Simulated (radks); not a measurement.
Charge is removed step by step from the 2s level of V, starting from [Ar] 3d3 4s2. Method: scalar-relativistic Kohn-Sham, LDA (Slater exchange, Perdew-Wang correlation), spin-unpolarised, spherical densities, finite nucleus; Fermi nuclear charge, rms radius 3.6002 fm; computed with a radial shooting solver on a logarithmic mesh with Libxc functionals.

removed (e)  E - E(0) (eV)  eigenvalue (eV)  E minus straight line (eV)
0                    0.000          -601.07                       0.000
0.125               75.442          -606.27                      -2.367
0.25                151.54          -611.56                      -4.078
0.375               228.30          -616.93                      -5.123
0.5                 305.74          -622.39                      -5.490
0.625               383.87          -627.92                      -5.171
0.75                462.70          -633.53                      -4.155
0.875               542.23          -639.20                      -2.434
1                   622.47          -644.94                       0.000

Removing the whole electron costs 622.47 eV by Delta-SCF, against 601.07 eV from minus the eigenvalue at the starting occupation. Slater's transition state (half an electron removed) gives 622.39 eV. Integrating minus the eigenvalue over the occupation (Janak's theorem) gives 622.60 eV. In this scalar-relativistic scheme the density is built from large components alone, so the theorem holds only approximately. The mean slope of the eigenvalue, de/dn, is 43.9 eV per electron.
